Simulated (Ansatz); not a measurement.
Abridged output of a molecular run in Ansatz:

```
Functional definition: HF
1274 factors; integrals over basis functions are off by at most 9.5e-4 eV
mean field evaluation 1: about -11949.3841 eV, gradient 4.4e1 eV
mean field evaluation 2: about -11949.6056 eV, gradient 4.4e1 eV
mean field evaluation 4: about -11953.7489 eV, gradient 4.2e0 eV
mean field evaluation 8: about -11953.8161 eV, gradient 3.1e-1 eV
mean field evaluation 16: about -11953.8171 eV, gradient 2.1e-6 eV
mean field -11953.81712975 eV, -439.2946769300 hartree, gradient 2.1e-6 eV, S^2 0.000000; 0 other end points of the search recorded, 0 dependent functions left out
8 core orbitals not correlated: weight in the atoms' cores, before any rotation towards them, 1.000 or more for the frozen orbitals, at most 0.000 for the correlated occupied ones
reference -11953.81712975 eV, -439.2946769300 hartree; 12, 12 occupied and 199, 199 virtual orbitals, 1274 factors
second order -19.00567069 eV of doubles, -0.00000000 eV of singles
cycle   1  -19.37038444 eV  change   -3.6e-1 eV  update   9.4e-2
cycle   2  -19.88128245 eV  change   -5.1e-1 eV  update   2.9e-2
cycle   3  -19.98428750 eV  change   -1.0e-1 eV  update   1.4e-2
cycle   4  -19.97578551 eV  change    8.5e-3 eV  update   3.7e-3
cycle   5  -19.97618786 eV  change   -4.0e-4 eV  update   1.9e-3
cycle   6  -19.97685343 eV  change   -6.7e-4 eV  update   5.4e-4
cycle   7  -19.97669169 eV  change    1.6e-4 eV  update   2.6e-4
cycle   8  -19.97664620 eV  change    4.5e-5 eV  update   1.0e-4
cycle   9  -19.97666592 eV  change   -2.0e-5 eV  update   5.4e-5
cycle  10  -19.97664466 eV  change    2.1e-5 eV  update   2.9e-5
perturbative correction -0.82208643 eV, -0.0302111191 hartree
Total energy: -11974.61586083 eV, -440.0590161995 hartree
```

Its atoms:

Cartesian coordinates in Å:
```
C -1.176 1.464 -0.689
N -1.062 0.425 0.010
Si 0.474 -0.156 0.616
N 0.844 -1.757 0.152
H -2.160 1.793 -1.045
H -0.328 2.104 -0.989
H 1.573 0.721 0.110
H 0.365 -0.111 2.093
H 0.315 -2.529 0.526
H 1.155 -1.953 -0.785
```

Question: Which basis set was used?
A. def2-SVPD
B. def2-QZVPP
C. def2-TZVPP
D. def2-SVP

Answer: C. It gives 219 functions.

Question: Write the keys of the input that set method, charge and spin (a neutral closed shell needs none for the last two).

Answer: 
```yaml
correlation: {method: ccsd_t}
```
